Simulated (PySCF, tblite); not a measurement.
Species: C7H10Si.
Numbering: `[CH3:1][c:2]1[cH:3][cH:4][cH:5][cH:6][c:7]1[SiH3:8]` (hydrogens: H9, H10, H11 on C1; H12 on C3; H13 on C4; H14 on C5; H15 on C6; H16, H17, H18 on Si8)

Computed with GFN2-xTB (tblite), gas phase: Langevin dynamics at 300 K from the optimised GFN2-xTB geometry, time step 0.5 fs, friction 0.01 fs⁻¹, 2000 steps. Over the second half of the run the saved frames average 279 K.

Frame at 250 fs, instantaneous temperature 202 K:
```
atom  x, y, z in Å
C1     -0.798   -1.962    0.948
C2      0.013   -0.969    0.383
C3      1.370   -1.236    0.331
C4      2.231   -0.276   -0.149
C5      1.786    0.921   -0.645
C6      0.441    1.164   -0.631
C7     -0.435    0.246   -0.065
Si8    -2.289    0.655   -0.102
H9     -1.470   -2.469    0.290
H10    -1.513   -1.625    1.727
H11    -0.264   -2.753    1.443
H12     1.779   -2.202    0.760
H13     3.357   -0.455   -0.261
H14     2.481    1.663   -1.059
H15     0.101    2.091   -0.979
H16    -2.971   -0.267   -1.022
H17    -2.339    1.941   -0.831
H18    -3.059    0.827    1.120
```

Frame at 425 fs, instantaneous temperature 273 K:
```
atom  x, y, z in Å
C1     -0.232   -2.357    1.323
C2      0.524   -1.272    0.620
C3      1.845   -1.416    0.358
C4      2.546   -0.456   -0.363
C5      1.940    0.724   -0.654
C6      0.586    0.862   -0.522
C7     -0.115   -0.126    0.091
Si8    -1.962    0.236    0.331
H9     -1.263   -2.387    0.990
H10    -0.108   -2.218    2.389
H11     0.239   -3.278    1.082
H12     2.189   -2.405    0.657
H13     3.591   -0.538   -0.724
H14     2.619    1.488   -1.168
H15     0.079    1.767   -0.821
H16    -2.774   -0.675   -0.466
H17    -2.301    1.493   -0.318
H18    -2.478    0.464    1.726
```

Frame at 625 fs, instantaneous temperature 280 K:
```
atom  x, y, z in Å
C1     -0.225   -2.396    1.322
C2      0.391   -1.252    0.580
C3      1.774   -1.368    0.221
C4      2.419   -0.341   -0.520
C5      1.657    0.783   -0.662
C6      0.348    0.900   -0.385
C7     -0.312   -0.099    0.255
Si8    -2.109    0.133    0.810
H9     -0.407   -1.979    2.338
H10     0.473   -3.225    1.349
H11    -1.207   -2.746    0.988
H12     2.247   -2.418    0.271
H13     3.447   -0.367   -0.796
H14     2.138    1.676   -1.058
H15    -0.227    1.826   -0.468
H16    -3.213   -0.617    0.396
H17    -2.576    1.500    0.348
H18    -1.991    0.266    2.273
```

Frame at 800 fs, instantaneous temperature 352 K:
```
atom  x, y, z in Å
C1     -0.335   -2.477    1.192
C2      0.386   -1.379    0.431
C3      1.666   -1.512   -0.055
C4      2.317   -0.391   -0.640
C5      1.672    0.828   -0.756
C6      0.339    0.939   -0.303
C7     -0.300   -0.158    0.293
Si8    -2.079    0.207    1.059
H9     -1.125   -1.978    1.809
H10     0.432   -2.829    1.838
H11    -0.745   -3.217    0.530
H12     2.171   -2.438    0.117
H13     3.326   -0.357   -1.054
H14     2.163    1.699   -1.159
H15    -0.169    1.873   -0.412
H16    -3.137   -0.752    0.604
H17    -2.473    1.590    0.815
H18    -1.922    0.109    2.509
```

Frame at 1000 fs, instantaneous temperature 280 K:
```
atom  x, y, z in Å
C1      0.190   -2.853    0.829
C2      0.536   -1.470    0.327
C3      1.806   -1.249   -0.170
C4      2.131   -0.022   -0.751
C5      1.272    1.048   -0.602
C6      0.063    0.855    0.053
C7     -0.379   -0.394    0.434
Si8    -2.116   -0.534    1.223
H9     -0.201   -2.857    1.884
H10     1.096   -3.487    0.730
H11    -0.555   -3.360    0.227
H12     2.546   -2.076   -0.212
H13     3.030    0.095   -1.286
H14     1.519    2.019   -1.000
H15    -0.711    1.600    0.141
H16    -2.107   -1.246    2.453
H17    -2.907   -1.204    0.141
H18    -2.619    0.784    1.573
```

Task: What do single points at PBE0/pcSseg-1 (PySCF, gas phase) give on these frames?

Result: 
```csv
t (fs),GFN2-xTB E above start (eV),DFT E above lowest frame (eV),HOMO (eV),LUMO (eV),dipole (D)
250,0.57,0.22,-7.19,-0.53,1.08
425,0.61,0.28,-7.21,-0.56,1.25
625,0.77,0.51,-7.07,-0.66,1.10
800,0.45,0.08,-7.14,-0.51,0.52
1000,0.32,0.00,-7.06,-0.50,0.48
```

Both levels order the frames alike by energy; measured from each level's lowest frame they differ by 0.06 eV at most. The HOMO–LUMO gap runs from 6.41 to 6.66 eV. These are instantaneous structures, not minima.

Task: And the isotropic GIAO shieldings (ppm) from the same runs?

Result: 
```json
{"atom": "C1", "250 fs": "167.8", "425 fs": "161.6", "625 fs": "158.4", "800 fs": "157.4", "1000 fs": "157.4", "mean": "160.5", "range": "10.4"}
{"atom": "C2", "250 fs": "45.3", "425 fs": "36.7", "625 fs": "30.9", "800 fs": "36.4", "1000 fs": "37.0", "mean": "37.3", "range": "14.4"}
{"atom": "C3", "250 fs": "49.0", "425 fs": "56.0", "625 fs": "39.5", "800 fs": "57.8", "1000 fs": "50.1", "mean": "50.5", "range": "18.3"}
{"atom": "C4", "250 fs": "48.7", "425 fs": "51.2", "625 fs": "47.9", "800 fs": "48.4", "1000 fs": "50.9", "mean": "49.4", "range": "3.3"}
{"atom": "C5", "250 fs": "55.3", "425 fs": "54.3", "625 fs": "62.4", "800 fs": "49.4", "1000 fs": "58.3", "mean": "55.9", "range": "13.0"}
{"atom": "C6", "250 fs": "46.5", "425 fs": "49.4", "625 fs": "52.3", "800 fs": "38.6", "1000 fs": "45.1", "mean": "46.4", "range": "13.7"}
{"atom": "C7", "250 fs": "57.2", "425 fs": "54.5", "625 fs": "53.6", "800 fs": "42.6", "1000 fs": "46.7", "mean": "50.9", "range": "14.6"}
{"atom": "Si8", "250 fs": "423.3", "425 fs": "422.1", "625 fs": "425.2", "800 fs": "418.0", "1000 fs": "419.4", "mean": "421.6", "range": "7.2"}
{"atom": "H9", "250 fs": "29.5", "425 fs": "29.3", "625 fs": "28.2", "800 fs": "28.5", "1000 fs": "28.1", "mean": "28.7", "range": "1.4"}
{"atom": "H10", "250 fs": "29.0", "425 fs": "28.9", "625 fs": "29.2", "800 fs": "29.3", "1000 fs": "28.9", "mean": "29.1", "range": "0.4"}
{"atom": "H11", "250 fs": "29.7", "425 fs": "29.7", "625 fs": "29.1", "800 fs": "28.9", "1000 fs": "29.1", "mean": "29.3", "range": "0.8"}
{"atom": "H12", "250 fs": "23.5", "425 fs": "24.2", "625 fs": "23.2", "800 fs": "24.3", "1000 fs": "23.8", "mean": "23.8", "range": "1.1"}
{"atom": "H13", "250 fs": "23.5", "425 fs": "23.7", "625 fs": "23.9", "800 fs": "23.7", "1000 fs": "24.5", "mean": "23.9", "range": "1.0"}
{"atom": "H14", "250 fs": "24.0", "425 fs": "23.7", "625 fs": "24.7", "800 fs": "24.0", "1000 fs": "24.3", "mean": "24.1", "range": "1.0"}
{"atom": "H15", "250 fs": "24.4", "425 fs": "23.9", "625 fs": "23.8", "800 fs": "23.9", "1000 fs": "23.9", "mean": "24.0", "range": "0.6"}
{"atom": "H16", "250 fs": "27.1", "425 fs": "27.1", "625 fs": "27.8", "800 fs": "26.6", "1000 fs": "27.6", "mean": "27.2", "range": "1.2"}
```

What follows is the cost of the whole dynamics run. Hardware: one thread of an Intel Xeon Platinum 8488C (shared host). Cost: 15 s of wall time, 0.18 GiB resident at most.
